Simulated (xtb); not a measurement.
CdBrI, SMILES [I][Cd][Br]. All values are semi-empirical tight-binding results from xtb (GFN2-xTB unless named), good for trends rather than for accurate numbers. The structure is a stationary point at GFN2-xTB.

Optimised geometry:

Bonded distances (Å): Cd1–Br2 2.418, Cd1–I3 2.644. Bond angles (°): Br2–Cd1–I3 126.3.

For metal compounds this method's bond lengths and energies can be far off.

Question: Estimate the properties. (The exact figures need the calculation; the answer reports its results.)

Answer: 
```yaml
point_group_as_xtb_finds_it: Cs
orbital_gap: 3.56 eV
zero_point_energy: 0.6 kcal/mol
G − E(el) at 298.15 K (modified RRHO): -20.1 kcal/mol
```

Computed atomic charges and the Wiberg bond orders between heavy atoms:
charges (e) Cd1 0.33, Br2 -0.19, I3 -0.14. Bond orders Cd1–Br2 1.02, Cd1–I3 1.03.
